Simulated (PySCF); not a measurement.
**Question.** Write Cartesian coordinates for `[NH2][Zr]([F])([F])[F]` (Zr(NH2)F3) as optimised with PBE0-D3(BJ)/def2-SVP. (Singlet state.)

**Answer.** 
```xyz
7
F3H2NZr angstrom
Zr     0.0338    0.0450   -0.7755
N     -0.0216   -0.0292    1.2354
H      0.7231   -0.3645    1.8441
H     -0.8098    0.2498    1.8175
F      1.8670    0.1295   -1.2923
F     -1.0588    1.5107   -1.3159
F     -0.7336   -1.5414   -1.5133
```

Orientation and origin are arbitrary. Atoms count from 1 in this order. N2 (nitrogen bonded to Zr and 2 H) is planar (angles 126.1°, 125.6° and 108.3°, sum 360.0°, 0.01 Å off the plane of its three neighbours). Zr1 (zirconium bonded to 3 F and N) is distorted tetrahedral (angles from 107.2° to 116.1°).

Bonds between heavy atoms (Å): Zr1–N2 2.013, Zr1–F5 1.907, Zr1–F6 1.906, Zr1–F7 1.910.

Method: PBE0-D3(BJ)/def2-SVP geometry optimisation, gas phase, def2 core potentials past Kr (PySCF).

Point group: near Cs, missed by 0.09 Å at most; the miss may be what the optimiser left on a soft mode. Whether it is a minimum is left open (no frequencies).
